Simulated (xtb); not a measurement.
I4Si, triplet, at the geometry of the source list (a higher spin typed on purpose: for a closed-shell molecule this is an excited state); GFN2-xTB in xtb 6.7.1.

The xtb input:
```
$ xtb mol.xyz --gfn 2 --uhf 2 --acc 30 --json

# file mol.xyz
5

I      2.20510000    -1.03010000     0.43950000
Si    -0.00000000     0.00000000    -0.00000000
I     -1.45120000    -1.62600000    -1.16910000
I     -1.04890000     0.64860000     2.14380000
I      0.29500000     2.00750000    -1.41410000
```

**Question.** What does xtb print? Leave out banner, timings and long lists.

**Answer.** 
```
   ID    Z sym.   atoms
    1   53 I      1, 3-5
    2   14 Si     2

           -------------------------------------------------
          |                Calculation Setup                |
           -------------------------------------------------

           -------------------------------------------------
          |                 G F N 2 - x T B                 |
           -------------------------------------------------

          ...................................................
          :                      SETUP                      :
          :.................................................:
          :  # basis functions                  50          :
          :  # atomic orbitals                  45          :
          :  # shells                           15          :
          :  # electrons                        32          :
          :  max. iterations                   250          :
          :  Hamiltonian                  GFN2-xTB          :
          :  restarted?                      false          :
          :  GBSA solvation                  false          :
          :  PC potential                    false          :
          :  electronic temp.          300.0000000     K    :
          :  accuracy                   30.0000000          :
          :  -> integral cutoff          0.2000000E+02      :
          :  -> integral neglect         0.3000000E-06      :
          :  -> SCF convergence          0.3000000E-04 Eh   :
          :  -> wf. convergence          0.3000000E-02 e    :
          :  Broyden damping             0.4000000          :
          :  net charge                          0          :
          :  unpaired electrons                  2          :
          ...................................................

 iter      E             dE          RMSdq      gap      omega  full diag
   1    -16.7616015 -0.167616E+02  0.798E+00    2.22       0.0  T
   2    -16.5216014  0.240000E+00  0.107E+01    0.04       1.0  T
   3    -16.9869753 -0.465374E+00  0.390E+00    1.27       1.0  T
   4    -16.9609657  0.260096E-01  0.334E+00    0.52       1.0  T
   5    -16.9749891 -0.140233E-01  0.279E+00    0.72       1.0  T
   6    -16.9797457 -0.475667E-02  0.276E+00    0.77       1.0  T
   7    -16.9911088 -0.113630E-01  0.169E+00    1.00       1.0  T
   8    -16.9809902  0.101185E-01  0.283E+00    1.02       1.0  T
   9    -16.9952954 -0.143052E-01  0.770E-01    1.04       1.0  T
  10    -16.9956307 -0.335323E-03  0.737E-01    1.04       1.0  T
  11    -16.9962051 -0.574382E-03  0.464E-01    1.04       1.0  T
  12    -16.9962738 -0.687061E-04  0.400E-01    1.02       1.0  T
  13    -16.9966050 -0.331153E-03  0.143E-01    0.99       1.0  T
  14    -16.9965631  0.419080E-04  0.186E-01    0.99       1.0  T
  15    -16.9966369 -0.738038E-04  0.509E-02    0.98       1.0  T
  16    -16.9966405 -0.358920E-05  0.311E-02    0.98       1.4  T
  17    -16.9966416 -0.112153E-05  0.190E-02    0.98       2.3  T
  18    -16.9966420 -0.442276E-06  0.654E-03    0.98       6.8  T

   *** convergence criteria satisfied after 18 iterations ***

 transition dipole moment (au) for excitation:          16          17
     X       Y       Z
   0.0000   0.0001  -0.0001  total (au/Debye):    0.000   0.000
 dE (eV)             :    4.485
 oscillator strength :  0.40478E-08

         :::::::::::::::::::::::::::::::::::::::::::::::::::::
         ::                     SUMMARY                     ::
         :::::::::::::::::::::::::::::::::::::::::::::::::::::
         :: total energy             -16.964135278453 Eh    ::
         :: gradient norm              0.086325173667 Eh/a0 ::
         :: HOMO-LUMO gap              0.982471057279 eV    ::
         ::.................................................::
         :: SCC energy               -16.996636800059 Eh    ::
         :: -> isotropic ES            0.023370248221 Eh    ::
         :: -> anisotropic ES          0.010522427738 Eh    ::
[...]
         6        2.0000           -0.4890511             -13.3078
         7        2.0000           -0.4890486             -13.3077
         8        2.0000           -0.4890469             -13.3076
         9        2.0000           -0.4533787             -12.3371
        10        2.0000           -0.4533783             -12.3371
        11        1.9970           -0.4463231             -12.1451
        12        1.9970           -0.4463223             -12.1450
        13        1.9970           -0.4463213             -12.1450
        14        1.6700           -0.4414801             -12.0133
        15        1.6697           -0.4414787             -12.0132
        16        1.6693           -0.4414772             -12.0132
        17        1.0000           -0.2766488              -7.5280 (HOMO)
        18                         -0.2405437              -6.5455 (LUMO)
        19                         -0.2405423              -6.5455
        20                         -0.2405381              -6.5454
        21                         -0.0844122              -2.2970
        22                         -0.0844107              -2.2969
        23                         -0.0633963              -1.7251
        24                         -0.0633942              -1.7250
        25                         -0.0633923              -1.7250
        26                         -0.0213329              -0.5805
        27                         -0.0213310              -0.5804
        28                         -0.0213299              -0.5804
       ...                                ...                  ...
        45                          1.3436756              36.5633
      -------------------------------------------------------------
                  HL-Gap            0.0361051 Eh            0.9825 eV
             Fermi-level           -0.3499621 Eh           -9.5230 eV

     #   Z          covCN         q      C6AA      α(0)
     1  53 I        1.037    -0.134   381.859    33.733
     2  14 Si       3.452     0.535   101.983    19.672
     3  53 I        1.037    -0.134   381.859    33.733
     4  53 I        1.037    -0.134   381.860    33.733
     5  53 I        1.037    -0.134   381.855    33.733

 Mol. C6AA /au·bohr⁶  :       7774.609014
 Mol. C8AA /au·bohr⁸  :     695148.563210
 Mol. α(0) /au        :        154.604331

Wiberg/Mayer (AO) data.
largest (>0.10) Wiberg bond orders for each atom

 ---------------------------------------------------------------------------
     #   Z sym  total        # sym  WBO       # sym  WBO       # sym  WBO
 ---------------------------------------------------------------------------
     1  53 I    1.235 --     2 Si   0.952
     2  14 Si   3.808 --     3 I    0.952     1 I    0.952     4 I    0.952
                             5 I    0.952
     3  53 I    1.235 --     2 Si   0.952
     4  53 I    1.235 --     2 Si   0.952
     5  53 I    1.235 --     2 Si   0.952
 ---------------------------------------------------------------------------

Topologies differ in total number of bonds
Writing topology from bond orders to xtbtopo.mol

molecular dipole:
                 x           y           z       tot (Debye)
 q only:        0.000       0.000      -0.000
   full:       -0.000       0.000      -0.000       0.001
molecular quadrupole (traceless):
                xx          xy          yy          xz          yz          zz
 q only:       -0.000       0.000       0.001       0.000      -0.001      -0.000
  q+dip:       -0.001      -0.000       0.001      -0.001      -0.001       0.001
   full:       -0.001      -0.000       0.000      -0.001      -0.001       0.001

           -------------------------------------------------
          | TOTAL ENERGY              -16.964135278453 Eh   |
          | GRADIENT NORM               0.086325173667 Eh/α |
          | HOMO-LUMO GAP               0.982471057279 eV   |
           -------------------------------------------------

normal termination of xtb
```
